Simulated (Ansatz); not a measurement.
Cartesian coordinates (Å):
SMILES: N#CC1CC1
```xyz
10

N      2.7888    -0.3062    -0.0186
C      1.6611    -0.2961     0.2373
C      0.2604    -0.2775     0.5422
C     -0.7407    -0.4758    -0.5803
C     -0.5881     0.8746     0.0381
H      0.0102    -0.6926     1.5106
H     -1.6187    -1.0609    -0.3413
H     -0.3380    -0.6319    -1.5717
H     -1.3599     1.2301     0.7076
H     -0.0811     1.6421    -0.5305
```
Charge 0, multiplicity 1.

Calculation: frozen-core CCSD(T)/def2-TZVPP // TPSSh-D3(BJ)/def2-TZVP in Ansatz (a program for electronic structure).

```
Quantity                       Result
----------------------  -------------
HF energy               -208.87065 Ha
MP2 correlation energy    -0.83504 Ha
```

Estimate the CCSD correlation energy, the (T) correction, the total energy and the T1 diagnostic.


The CCSD correlation energy is -0.85817 Ha. The (T) correction is -0.04130 Ha and the CCSD(T) total energy comes out as -209.77011 Ha. The T1 diagnostic is 0.011.
